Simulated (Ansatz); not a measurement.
Consider the hydrogenolysis of the Al–F bond: `[CH3][Al]([F])[C]#N` + H₂ → `[CH3][AlH][C]#N` + H–F.

Calculated with Ansatz (gas phase, PBE0-D4/def2-TZVP geometries, no zero-point term in ΔE). CCSD(T)/CBS adds triple-zeta CCSD(T) − MP2 to the extrapolated MP2 energy (def2 sets, frozen cores). This one scheme is used for every species. DFT in def2-TZVPP. B3LYP here is the variant with VWN-RPA as its local correlation; programs differ in this.

`[CH3][Al]([F])[C]#N`:

Cartesian coordinates in Å:
```
C -0.396 1.183 0.397
Al -0.316 -0.593 -0.334
F -1.617 -1.347 -0.994
C 1.301 -1.649 -0.357
N 2.295 -2.235 -0.344
H -0.709 1.903 -0.365
H -1.130 1.238 1.206
H 0.571 1.501 0.791
```

H₂:

Cartesian coordinates in Å:
```
H 0.122 0.352 0.022
H -0.122 -0.352 -0.022
```

`[CH3][AlH][C]#N`:

Cartesian coordinates in Å:
```
C -0.489 -0.904 0.783
Al -0.210 0.273 -0.728
C 1.288 1.512 -0.664
N 2.182 2.241 -0.612
H -1.475 -0.733 1.228
H -0.471 -1.952 0.466
H 0.263 -0.770 1.562
H -1.089 0.333 -2.034
```

H–F:

Z-matrix (Å, degrees):
```
F
H 1 0.920
```

| level | ΔE (kJ/mol) | difference from CCSD(T)/CBS |
| --- | --- | --- |
| PBE0-D4 | 160.6 | -7.8 |
| BHLYP-D4 | 169.8 | 1.4 |
| PBE-QIDH | 164.4 | -4.0 |
| revPBE | 162.1 | -6.3 |
| BLYP | 173.0 | 4.6 |
| B3LYP | 170.0 | 1.6 |
| CAM-B3LYP | 171.2 | 2.8 |
| HF/def2-QZVPP | 163.1 | -5.3 |
| HF/CBS(def2) | 163.4 | -5.0 |
| MP2/CBS(def2) | 174.4 | 6.0 |
| CCSD(T)/CBS | 168.4 | 0 |

Largest T1 diagnostic among the species: 0.013.

From PBE to PBE0 (25 % exact exchange), in def2-TZVPP and without D4, ΔE moves by −3.5 kJ/mol. Leaving LDA and LC-ωPBE aside and taking each functional with its dispersion term where it has one, the values, not all of them listed here, spread over 16.2 kJ/mol, from HSE06-D4 to r2SCAN-D4. In def2-TZVPP, CCSD(T) changes the Hartree–Fock value by +6.0 kJ/mol (the triples alone add +1.8 kJ/mol) and MP2 by +12.0 kJ/mol.
